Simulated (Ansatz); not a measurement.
```yaml
crystal:
  periodic: [false, false, false]
  atoms:
    - {symbol: B, position_ang: [-0.165565, 0.846339, -0.156238]}
    - {symbol: B, position_ang: [-0.082986, -0.360197, -0.045204]}
    - {symbol: O, position_ang: [1.023908, -1.718548, 0.358948]}
    - {symbol: S, position_ang: [-1.194016, -1.310467, -0.799713]}
    - {symbol: H, position_ang: [0.592678, 1.663495, -1.053088]}
    - {symbol: H, position_ang: [-0.148126, 1.682826, 0.973086]}
    - {symbol: H, position_ang: [1.962928, -1.116999, 0.765417]}
    - {symbol: H, position_ang: [-2.165159, -0.170284, -0.696690]}
basis:
  gaussian: {orbitals: cc-pVTZ-DK}
total_charge: 1
magnetization: {spin_polarized: true, initial_magnetization: 1}
hamiltonian: {xc: {name: BLYP}}
output: {forces: true}
```

```sh
$ ansatz run in.yaml --threads 2 --pin off --events-out ev --progress --plain --max-ram 4352MiB
```

It prints (some lines left out):

```
Functional definition: BLYP
  name "BLYP"
  cite "Becke, Phys. Rev. A 38, 3098 (1988) doi:10.1103/PhysRevA.38.3098"
  cite "Lee, Yang & Parr, Phys. Rev. B 37, 785 (1988) doi:10.1103/PhysRevB.37.785"
  parameter beta = 0.0042
  parameter a = 0.04918
  parameter b = 0.132
  parameter c = 0.2533
  parameter d = 0.349
  exchange = b88_x(beta = beta)
  correlation = lyp_c(a = a, b = b, c = c, d = d)
1103 factors; their error is unknown
mean field evaluation 1: about -14282.7980 eV, gradient 8.5e1 eV
mean field evaluation 2: about -13984.8462 eV, gradient 2.0e2 eV
mean field evaluation 4: about -14206.8526 eV, gradient 1.3e2 eV
mean field evaluation 8: about -14314.7585 eV, gradient 1.5e1 eV
mean field evaluation 16: about -14315.9756 eV, gradient 5.5e-3 eV
mean field evaluation 32: about -14315.5756 eV, gradient 1.3e-3 eV
mean field -14315.93781323 eV, -526.1010109452 hartree, gradient 1.9e-5 eV, S^2 0.756461; 3 other end points of the search recorded, 0 dependent functions left out
the calculation of the forces begins
reference -14315.93815368 eV, -526.1010234562 hartree; 19, 18 occupied and 161, 162 virtual orbitals, 1103 factors
Total energy: -14315.93815368 eV, -526.1010234562 hartree
Relativity: scalar
Atom 0 at    -0.165565     0.846339    -0.156238 Å, force     2.538361    26.158085    -0.646697 eV/Å
Atom 1 at    -0.082986    -0.360197    -0.045204 Å, force     6.133931   -23.980759     3.913650 eV/Å
Atom 2 at     1.023908    -1.718548     0.358948 Å, force     2.056972     5.642067     0.989319 eV/Å
Atom 3 at    -1.194016    -1.310467    -0.799713 Å, force    -5.156588    -0.679218    -1.622481 eV/Å
Atom 4 at     0.592678     1.663495    -1.053088 Å, force    -1.965709    -1.494230     1.524654 eV/Å
Atom 5 at    -0.148126     1.682826     0.973086 Å, force    -0.769943    -1.167872    -2.066412 eV/Å
Atom 6 at     1.962928    -1.116999     0.765417 Å, force    -3.425938    -2.642389    -1.452315 eV/Å
Atom 7 at    -2.165159    -0.170284    -0.696690 Å, force     0.588914    -1.835685    -0.639717 eV/Å
Dipole moment:    -0.060709     0.588146     0.048319 e Å
```

Hardware: 2 threads of an Arm Neoverse V2 on a shared host. Wall time 11 s, peak host memory 0.42 GiB.
